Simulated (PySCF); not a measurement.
C3H6AlFO, SMILES [OH][Al]([CH2]C=C)[F]. Atoms are numbered in the order given.

```xyz
12

Al     0.3544     0.4869     0.4838
C     -0.1151    -1.3848     0.6554
C     -1.0615    -1.3109    -0.5032
C     -0.7140    -1.2169    -1.7991
H     -0.6022    -1.6915     1.5886
H      0.7560    -2.0249     0.4496
H     -2.1271    -1.2267    -0.2527
H      0.3312    -1.2783    -2.1226
H     -1.4701    -1.0965    -2.5780
F      1.6875     0.9075    -0.4274
O     -0.6042     1.7064     1.1688
H     -0.5047     2.6451     1.0038
```

Geometry: PBE0-D3(BJ)/def2-SVP. The structure was generated by enumeration; whether it is a known compound was not checked. One conformer was computed; it need not be the lowest.

These are PySCF with M06-2X/def2-TZVP values and carry that method's errors.

Atomic charges (e):

```csv
atom,Mulliken,meta-Löwdin
Al1,0.78,1.24
C2,-0.56,-0.52
C3,-0.08,-0.08
C4,-0.33,-0.28
H5,0.17,0.13
H6,0.18,0.14
H7,0.15,0.12
H8,0.15,0.12
H9,0.14,0.13
F10,-0.37,-0.56
O11,-0.57,-0.79
H12,0.33,0.35
```
